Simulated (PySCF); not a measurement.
## Two-component Hartree-Fock for La (lanthanum, neutral)

Start: [Xe] 6s2 7s1; 7s1/2 filled at m_j = +1/2. Calculated with PySCF 2.14 in x2c-TZVPall-2c with one added diffuse shell each of s, p, d type (12s12p11d2f, 117 functions): generalised Hartree-Fock with the X2C-1e Hamiltonian and a Gaussian nucleus; spin-orbit coupling (SO) screened by Boettger's factors. This is a chosen level, not necessarily the ground level.

```json
{"spinor shell": "1s1/2", "electrons": "2", "ε, screened SO (eV)": "-39122.0", "weight of nominal j (screened SO)": "1.000", "rms radius, screened SO (bohr)": "0.0286"}
{"spinor shell": "2s1/2", "electrons": "2", "ε, screened SO (eV)": "-6340.6", "weight of nominal j (screened SO)": "1.000", "rms radius, screened SO (bohr)": "0.116"}
{"spinor shell": "2p1/2", "electrons": "2", "ε, screened SO (eV)": "-5966.7", "weight of nominal j (screened SO)": "1.000", "rms radius, screened SO (bohr)": "0.100"}
{"spinor shell": "3s1/2", "electrons": "2", "ε, screened SO (eV)": "-1406.8", "weight of nominal j (screened SO)": "1.000", "rms radius, screened SO (bohr)": "0.303"}
{"spinor shell": "3p1/2", "electrons": "2", "ε, screened SO (eV)": "-1247.9", "weight of nominal j (screened SO)": "1.000", "rms radius, screened SO (bohr)": "0.295"}
{"spinor shell": "3p3/2", "electrons": "4", "ε, screened SO (eV)": "-1164.4", "weight of nominal j (screened SO)": "1.000", "rms radius, screened SO (bohr)": "0.308"}
{"spinor shell": "3d3/2", "electrons": "4", "ε, screened SO (eV)": "-888.80", "weight of nominal j (screened SO)": "1.000", "rms radius, screened SO (bohr)": "0.279"}
{"spinor shell": "3d5/2", "electrons": "6", "ε, screened SO (eV)": "-871.17", "weight of nominal j (screened SO)": "1.000", "rms radius, screened SO (bohr)": "0.283"}
{"spinor shell": "4s1/2", "electrons": "2", "ε, screened SO (eV)": "-308.24", "weight of nominal j (screened SO)": "1.000", "rms radius, screened SO (bohr)": "0.694"}
{"spinor shell": "4p1/2", "electrons": "2", "ε, screened SO (eV)": "-247.21", "weight of nominal j (screened SO)": "1.000", "rms radius, screened SO (bohr)": "0.719"}
{"spinor shell": "4p3/2", "electrons": "4", "ε, screened SO (eV)": "-229.32", "weight of nominal j (screened SO)": "1.000", "rms radius, screened SO (bohr)": "0.746"}
{"spinor shell": "4d3/2", "electrons": "4", "ε, screened SO (eV)": "-127.05", "weight of nominal j (screened SO)": "1.000", "rms radius, screened SO (bohr)": "0.820"}
{"spinor shell": "4d5/2", "electrons": "6", "ε, screened SO (eV)": "-123.88", "weight of nominal j (screened SO)": "1.000", "rms radius, screened SO (bohr)": "0.830"}
{"spinor shell": "5s1/2", "electrons": "2", "ε, screened SO (eV)": "-54.835", "weight of nominal j (screened SO)": "1.000", "rms radius, screened SO (bohr)": "1.65"}
{"spinor shell": "5p1/2", "electrons": "2", "ε, screened SO (eV)": "-35.505", "weight of nominal j (screened SO)": "1.000", "rms radius, screened SO (bohr)": "1.85"}
{"spinor shell": "5p3/2", "electrons": "4", "ε, screened SO (eV)": "-32.711", "weight of nominal j (screened SO)": "1.000", "rms radius, screened SO (bohr)": "1.92"}
{"spinor shell": "6s1/2", "electrons": "2", "ε, screened SO (eV)": "-7.991", "weight of nominal j (screened SO)": "1.000", "rms radius, screened SO (bohr)": "4.37"}
{"spinor shell": "7s1/2", "electrons": "1", "ε, screened SO (eV)": "-1.928", "weight of nominal j (screened SO)": "1.000", "rms radius, screened SO (bohr)": "11.4"}
```

Question: Where does 2p3/2 lie, and what is the 2p spin-orbit splitting (screened SO)?

Answer: At -5550.1 eV, 416.62 eV above 2p1/2.

| quantity | screened SO |
| --- | --- |
| E (hartree) | -8490.98377 |
| M_J | 1/2 |
| ⟨J²⟩ | 0.750 |
| ⟨L²⟩ | 0.038 |
| ⟨S²⟩ | 0.788 |

Breit and QED terms are absent; they matter most for the inner s and p1/2 levels.

Densities and radii are taken from the X2C orbitals without a picture-change correction, which distorts them close to the nucleus.
